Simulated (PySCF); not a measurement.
C3H7NSi, SMILES C=C=CN[SiH3].

Geometry optimised at ωB97X-D3(BJ)/def2-SVP. This is a generated structure with no PubChem entry under its InChIKey; it may be hypothetical. The values are those of a single conformer.

Two levels are set side by side: TDDFT-PBE/def2-SVPD (PySCF) and TDDFT-ωB97X/def2-SVPD (PySCF). Vertical, same geometry. The lowest singlet is HOMO→LUMO 100 % with PBE and HOMO→LUMO 82 % with the other functional; states are paired by order. Differences are taken from unrounded values.

| quantity | TDDFT-ωB97X |
|---|---|
| lowest singlet excitation (eV) | 4.47 |
| lowest triplet excitation (TDA) (eV) | 4.17 |
| first bright state (f over 0.05) (eV) | 6.39 |
| its oscillator strength | 0.31 |

Q: What does TDDFT-PBE give, and how far is it from TDDFT-ωB97X? (The exact figures need the calculation; the answer reports its results.)

A: 
| quantity | TDDFT-PBE | TDDFT-PBE minus TDDFT-ωB97X |
|---|---|---|
| lowest singlet excitation (eV) | 3.76 | -0.71 |
| lowest triplet excitation (TDA) (eV) | 3.46 | -0.70 |
| first bright state (f over 0.05) (eV) | 5.55 | -0.84 |
| its oscillator strength | 0.15 | -0.17 |

Functionals without exact exchange tend to place singlet excitations lower, as here. Differences between two approximate levels are no errors against the true value.

Rough cost on one machine, each run with all the roots and properties that it gave: TDDFT-ωB97X against TDDFT-PBE about 6 times.
